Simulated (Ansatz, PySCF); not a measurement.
C2H7GaO, SMILES [O]([GaH2])CC. Atoms are numbered in the order given.

```xyz
11

Ga    -0.5781     0.8605     0.0663
H     -1.0666     1.9970     1.0123
H     -0.8937     0.6496    -1.4504
O      0.4722    -0.2899     0.9438
C      1.1510    -1.4617     0.5475
C      0.9786    -1.8558    -0.9131
H      2.2267    -1.3220     0.7658
H      0.8061    -2.2901     1.1947
H      1.3495    -1.0669    -1.5881
H      1.5428    -2.7780    -1.1265
H     -0.0806    -2.0417    -1.1563
```

The structure is a stationary point at TPSSh-D3(BJ)/def2-SVP. One conformer was computed; it need not be the lowest.

Two levels are set side by side: PBE-D3(BJ)/def2-SVP (Ansatz, a quantum-chemistry and plane-wave program) and TPSSh-D3(BJ)/def2-SVP (PySCF). Each level has its own optimised geometry; the coordinates shown are those of the second. Frequencies come from the Hessian of PySCF at each geometry. Differences are taken from unrounded values.

```json
[
 {"quantity": "mean bond length (Å)", "TPSSh-D3(BJ)": "1.336"},
 {"quantity": "bond Ga1–O4 (Å)", "TPSSh-D3(BJ)": "1.788"},
 {"quantity": "bond O4–C5 (Å)", "TPSSh-D3(BJ)": "1.411"},
 {"quantity": "bond C5–C6 (Å)", "TPSSh-D3(BJ)": "1.523"},
 {"quantity": "bond Ga1–H2 (Å)", "TPSSh-D3(BJ)": "1.557"},
 {"quantity": "bond Ga1–H3 (Å)", "TPSSh-D3(BJ)": "1.564"},
 {"quantity": "bond C5–H7 (Å)", "TPSSh-D3(BJ)": "1.106"},
 {"quantity": "bond C5–H8 (Å)", "TPSSh-D3(BJ)": "1.106"},
 {"quantity": "bond C6–H9 (Å)", "TPSSh-D3(BJ)": "1.103"},
 {"quantity": "bond C6–H10 (Å)", "TPSSh-D3(BJ)": "1.102"},
 {"quantity": "bond C6–H11 (Å)", "TPSSh-D3(BJ)": "1.103"},
 {"quantity": "highest harmonic wavenumber (cm⁻¹)", "TPSSh-D3(BJ)": "3113"},
 {"quantity": "mean harmonic wavenumber (cm⁻¹)", "TPSSh-D3(BJ)": "1355"},
 {"quantity": "zero-point energy (kcal/mol)", "TPSSh-D3(BJ)": "52.30"}
]
```

What does PBE-D3(BJ) give, and how far is it from TPSSh-D3(BJ)? (Estimate from the structure and the level; the computed values follow.)


```csv
quantity,PBE-D3(BJ),PBE-D3(BJ) minus TPSSh-D3(BJ)
mean bond length (Å),1.344,0.008
bond Ga1–O4 (Å),1.804,0.016
bond O4–C5 (Å),1.412,0.001
bond C5–C6 (Å),1.524,0.001
bond Ga1–H2 (Å),1.568,0.010
bond Ga1–H3 (Å),1.574,0.011
bond C5–H7 (Å),1.116,0.010
bond C5–H8 (Å),1.116,0.010
bond C6–H9 (Å),1.110,0.008
bond C6–H10 (Å),1.109,0.007
bond C6–H11 (Å),1.110,0.008
highest harmonic wavenumber (cm⁻¹),3058,-56
mean harmonic wavenumber (cm⁻¹),1315,-40
zero-point energy (kcal/mol),50.77,-1.53
```

GGA bonds tend to be longer and softer than those of functionals with exact exchange. Differences between two approximate levels are no errors against the true value.
